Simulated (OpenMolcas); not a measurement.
# 3d² along the 20-electron sequence

```json
{
  "Program": "OpenMolcas",
  "Method": "SS-CASPT2, IPEA 0.25 Eh, imaginary shift 0.1 Eh",
  "Basis": "ANO-R3",
  "Scalar Hamiltonian": "X2C, finite nucleus",
  "Spin-orbit coupling": "state interaction with AMFI integrals over the reference wave functions, term energies averaged over their components"
}
```

Active space for each ion: 2 electrons in 5 orbitals (3d); closed shells correlated by CASPT2: 3s 3p.

Computed levels in cm-1 above ³F₂:

```tsv
Level	Cr4+	Mn5+	Co7+
³F₃	499	737	1403
³F₄	1136	1665	3130
¹D₂	13090	15120	19520
³P₀	16260	18490	23050
³P₁	16440	18760	23570
³P₂	16820	19340	24770
¹G₄	22600	25740	32840
¹S₀	51780	59900	75940
weight of ³F in the lowest level (%)	100	100	100
```

Measured, with the error of the calculation in %. Measured levels: Cr4+ from Sugar and Corliss, J. Phys. Chem. Ref. Data 6, 317 (1977); Mn5+ from Corliss and Sugar, J. Phys. Chem. Ref. Data 6, 1253 (1977); Co7+ from Sugar and Corliss, J. Phys. Chem. Ref. Data 10, 1097 (1981).

```tsv
Level	Cr4+	Mn5+	Co7+
³F₃	508 (-1.7)	746 (-1.2)	1430 (-1.9)
³F₄	1142 (-0.5)	1669 (-0.2)	3144 (-0.6)
¹D₂	13188 (-0.7)	15336 (-1.4)	19624 (-0.5)
³P₀	15492 (+5.0)	17782 (+4.0)	22304 (+3.3)
³P₁	15677 (+4.9)	18057 (+3.9)	22839 (+3.2)
³P₂	16041 (+4.8)	18628 (+3.8)	24055 (+3.0)
¹G₄	22019 (+2.6)	25511 (+0.9)	32360 (+1.5)
¹S₀	51146 (+1.2)		74247 (+2.3)
```

The fine-structure level ³F₄ changes by a factor of 2.76 from Cr4+ to Co7+. Its fourth root runs 5.81, 6.39, 7.48, with steps per unit of Z of 0.58, 0.55; equal steps would mean a (Z - σ)^4 law with constant σ.

¹D₂ changes by a factor of 1.49 over the same range, with steps per unit of Z of +2030, +2200 cm-1.

CASPT2 breaks the degeneracy within a term, and the mean is taken; among the terms shown or strongly mixed into the levels shown the widest spread is 880 cm-1 (3d² ³F, Co7+). Computed and measured levels are paired by configuration, term and J; levels that our copy of the source lacks, or whose pairing is in doubt (as where it misses far off the trend of its configuration), stay unpaired and out of the deviations. Levels of configurations outside the active space are missing.
